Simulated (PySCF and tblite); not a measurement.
MeOCH2CF3, C3H5F3O, numbered as in [CH3:1][O:2][CH2:3][C:4]([F:5])([F:6])[F:7].

Free energies: B3LYP-D3(BJ)/def2-TZVP (IEF-PCM, tetrahydrofuran) on GFN2-xTB structures plus GFN2-xTB thermal terms, symmetry and mirror images included. Conformers within 3 kcal/mol (GFN2-xTB free energy) were kept, 10 at most. Couplings: B3LYP/6-31G* with pcJ-1 on H, F (gas phase; spin-dipole term only for pairs with B, N, F, Si or P). Couplings are for ¹⁹F, ¹H. H–H couplings come out 0.1 to 0.9 Hz lower than with pcJ-1 on all atoms. (PySCF 2.14, tblite 0.8.)

Torsions listed: C1–O2–C3–C4. Of a mirror pair one member is shown.

```
conformer  shape  weight %
        1   180°      71.9
        2    71°      28.1
```

Q: Give the couplings in each conformer and the averages at 298.15 K (pairs that fast motion interchanges averaged).

A: 
| coupling | pairs | 1 | 2 | average (Hz) |
| --- | --- | --- | --- | --- |
| ³J(H3,F5) | 6 | 7.6 | 8.3 | 7.8 |
| ²J(H1,H1) | 3 | -10.9 | -11.2 | -11.0 |
| ²J(H3,H3) | 1 | -10.5 | -14.0 | -11.5 |

Computed couplings to fluorine can be off by tens of per cent at such levels.

F–F couplings are left out: such levels miss them by tens of Hz and can give the wrong sign.
